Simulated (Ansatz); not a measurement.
Computed with Ansatz on PBE0-D4/def2-TZVP structures; ΔE is electronic, products minus reactants. CBS: MP2 limit from def2 TZ/QZ plus the TZ coupled-cluster correction, frozen cores. DFT in def2-TZVPP. For Ge outer-core shells are correlated without core-valence functions, which leaves a few kJ/mol of doubt a bond. Scalar relativity is left out up to krypton. One conformer a species, not always the lowest.

`O[SiH](O)/C=[CH]\[GeH3]` + `O[Si](F)(F)F` → `O[SiH](O)O[Si](F)(F)F` + `C=[CH][GeH3]`  (ligand exchange at the Si–C bond)

`O[SiH](O)/C=[CH]\[GeH3]`:

Cartesian coordinates in Å:
```
O -1.129 -1.005 2.497
Si -0.551 0.156 1.488
O 1.075 0.063 1.258
C -1.287 -0.004 -0.202
C -0.653 0.016 -1.378
Ge 1.253 0.247 -1.757
H -1.069 -1.915 2.198
H -0.917 1.417 2.175
H 1.654 0.326 1.973
H -2.372 -0.132 -0.226
H -1.257 -0.100 -2.279
H 1.355 0.373 -3.292
H 2.081 -0.970 -1.323
H 1.819 1.529 -1.131
```

`O[Si](F)(F)F`:

Z-matrix (Å, degrees):
```
Si
F 1 1.572
F 1 1.572 2 106.8
O 1 1.604 2 112.4 3 -123.7
F 1 1.565 2 108.8 3 117.2
H 4 0.958 1 120.4 2 60.3
```

`O[SiH](O)O[Si](F)(F)F`:

```xyz
11

O     0.911   -1.849   -1.199
Si    0.959   -0.311   -0.674
O     0.191    0.743   -1.656
O     0.171   -0.157    0.751
Si   -0.984    0.573    1.566
F    -0.965    0.079    3.055
F    -0.806    2.132    1.572
F    -2.400    0.245    0.970
H     0.061   -2.274   -1.330
H     2.384   -0.003   -0.489
H     0.478    0.823   -2.566
```

`C=[CH][GeH3]`:

Cartesian coordinates in Å:
```
C 1.463 -0.435 -0.396
C 0.274 -0.701 0.131
Ge -1.156 0.602 0.228
H 1.704 0.541 -0.808
H 2.252 -1.181 -0.441
H 0.089 -1.697 0.528
H -2.393 0.107 -0.543
H -0.660 1.921 -0.389
H -1.573 0.842 1.690
```

| level | ΔE (kJ/mol) |
| --- | --- |
| PBE-D4 | -121.8 |
| MP2/def2-TZVPP | -136.7 |

Question: What does CCSD(T)/CBS give? (Best estimate.)

Answer: Computed: -138.7 kJ/mol. The listed levels differ from it by 16.9, 2.0 kJ/mol.

Largest T1 diagnostic among the species: 0.012.

The D4 term adds +4.3 kJ/mol with B3LYP and +2.2 kJ/mol with PBE0; it sums over pairs of atoms, weighted by their polarisabilities, and B3LYP, whose exchange is more repulsive, gets the larger term. In def2-TZVPP, CCSD(T) changes the Hartree–Fock value by +28.5 kJ/mol (the triples alone add +4.9 kJ/mol) and MP2 by +29.4 kJ/mol. From PBE to PBE0 (25 % exact exchange), in def2-TZVPP and without D4, ΔE moves by −7.8 kJ/mol.

B3LYP here is the variant with VWN-RPA as its local correlation; programs differ in this.
